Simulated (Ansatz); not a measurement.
`[SiH3][Se][GeH3]` + `C[SiH2]O` → `C[SiH2]O[SiH3]` + `[GeH3][SeH]` at 298.15 K and 1 bar (ligand exchange at the Si–Se bond).

Isolated molecules relaxed with PBE0-D4/def2-TZVP in Ansatz; ΔE leaves out vibrations. CCSD(T)/CBS is the MP2 limit (def2-TZVPP, def2-QZVPP) plus CCSD(T) − MP2 in def2-TZVPP, frozen cores. This one scheme is used for every species. For Ge, Se outer-core shells are correlated without core-valence functions, which leaves a few kJ/mol of doubt a bond. Scalar relativity is left out up to krypton. One conformer a species, not always the lowest.

```
           species  CCSD(T)/CBS energy (Eh)  H − E (kJ/mol)  S (J/(mol·K))
`[SiH3][Se][GeH3]`              -4769.53721           150.8          367.3
        `C[SiH2]O`               -405.96945           193.7          296.5
  `C[SiH2]O[SiH3]`               -696.28988           242.3          371.9
     `[GeH3][SeH]`              -4479.23116            96.5          300.6
```

H − E and S are ideal-gas, rigid-rotor, harmonic terms from PBE0-D4/def2-TZVP, for one conformer and one mirror image of each species. 1 Eh = 2625.50 kJ/mol, R = 8.31446 J/(mol·K).

Q: By hand: ΔE, ΔH, ΔS and ΔG.

A: ΔE = (-696.28988) + (-4479.23116) − (-4769.53721) − (-405.96945) = -0.01438 Eh = -37.8 kJ/mol. Δ(H − E) = 242.3 + 96.5 − 150.8 − 193.7 = -5.7, so ΔH = -43.5 kJ/mol. ΔS = 371.9 + 300.6 − 367.3 − 296.5 = 8.7 J/(mol·K). ΔG = -43.5 − 298.15 × (8.7)/1000 = -46.1 kJ/mol.

Q: By hand: the equilibrium constant, and the temperature at which ΔG would vanish if ΔH and ΔS stayed fixed.

A: log₁₀ K = −ΔG/(RT ln 10) = 8.1. ΔH and −TΔS have one sign here, so there is no such temperature.

The number of gas molecules stays the same, so ΔS is small and ΔH decides. A doubt of 5 kJ/mol in ΔE shifts log₁₀ K by 0.9 here. Other conformers and mirror images would add mixing entropy, several J/(mol·K) or more a flexible species. Modes under 60 cm⁻¹, often nearly free rotors, make the harmonic entropy too high. These are equilibria of isolated gas molecules and say nothing of rates. Largest T1 diagnostic: 0.011 (customary marks: 0.02 for closed shells, 0.045 for open ones).

ΔS is within the doubt of such terms, so its sign, and with it that verdict, could turn.
